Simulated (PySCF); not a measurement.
Se(SeH)(OSiH3) (H4OSe2Si), SMILES [SiH3]O[Se][SeH]. Heavy atoms are numbered as in [Se:1]([SeH:2])[O:4][SiH3:5]. Hydrogens are named by the atom that carries them.

Geometry optimised at PBE0-D3(BJ)/def2-SVP. The structure was generated by enumeration, and PubChem lists no compound with its InChIKey, so it may never have been made. Other conformers were not sampled.

All values below come from PBE/pcSseg-1 run with PySCF.

GIAO shieldings, no solvent; atoms alike by connectivity are averaged. δ = σ(ref) − σ: ⁷⁷Se against Me2Se (σ = 1634.8 ppm); ¹H against TMS (σ = 31.49 ppm); ¹⁷O against H2O (σ = 334.3 ppm); ²⁹Si against TMS (σ = 335.4 ppm), references at their B3LYP-D3(BJ)/def2-TZVP geometries, non-relativistic.

```json
[
 {"nucleus": "⁷⁷Se", "atoms": "Se1", "count": "1", "δ (ppm)": "1493.9"},
 {"nucleus": "⁷⁷Se", "atoms": "Se2 (SeH)", "count": "1", "δ (ppm)": "256.5"},
 {"nucleus": "¹H", "atoms": "H on Se2", "count": "1", "δ (ppm)": "5.38"},
 {"nucleus": "¹H", "atoms": "H on Si5", "count": "3", "δ (ppm)": "5.28"},
 {"nucleus": "¹⁷O", "atoms": "O4", "count": "1", "δ (ppm)": "15.6"},
 {"nucleus": "²⁹Si", "atoms": "Si5 (SiH3)", "count": "1", "δ (ppm)": "-24.3"}
]
```
